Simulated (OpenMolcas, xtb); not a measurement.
**BGeH3Cl2 (SMILES Cl[B](Cl)[GeH3]): the vertical energy of the triplet above the singlet, rung by rung**

BGeH3Cl2 has 7 atoms, charge 0, and is taken as a singlet. SMILES: `Cl[B](Cl)[GeH3]`. The coordinates come from a PBE0-D4/def2-TZVP relaxation.

```xyz
7

Cl    1.7495   -1.4282    1.2087
B     0.2064   -1.0219    0.5115
Cl   -1.0824   -2.1918    0.6047
Ge   -0.1231    0.7985   -0.4122
H    -0.5562    0.5606   -1.8683
H    -1.2661    1.5343    0.3067
H     1.1333    1.6805   -0.3967
```

Quantity: the vertical energy of the triplet above the singlet, in eV. The values are calculated.

| level | kind | program | value (eV) | less CCSD(T)/cc-pVDZ | CPU time (all runs) |
| --- | --- | --- | --- | --- | --- |
| GFN1-xTB | semi-empirical | xtb | 3.76 | -0.66 | under 2 s |
| HF/cc-pVDZ | Hartree–Fock | OpenMolcas | 4.20 | -0.22 | 32 s |
| SVWN5/cc-pVDZ | LDA | OpenMolcas | 3.96 | -0.46 | 73 s |
| BLYP/cc-pVDZ | GGA | OpenMolcas | 3.93 | -0.49 | 1.7 min |
| M06-L/cc-pVDZ | meta-GGA | OpenMolcas | 4.00 | -0.42 | 3 min |
| B3LYP/cc-pVDZ | global hybrid | OpenMolcas | 4.10 | -0.32 | 2.1 min |
| CCSD(T)/cc-pVDZ, open shells restricted | coupled cluster or CI | OpenMolcas | 4.42 | 0.00 | 2.7 min |

Differences are taken from CCSD(T)/cc-pVDZ, open shells restricted for orientation; it has basis-set and higher-order errors of its own. All-electron rows without a relativistic Hamiltonian named are non-relativistic. The values span 3.76 to 4.42 eV. GFN1-xTB: no spin polarisation, so open shells miss the exchange term that lowers them. In the correlated wave-function rows the outer d shell of Ge is correlated, in sets not made for it. The upper state's dipole differs much between rows, so they may not all be the same state. Times are those of the runs behind each value, whatever else they computed, on shared processors of several kinds: orders of magnitude only.
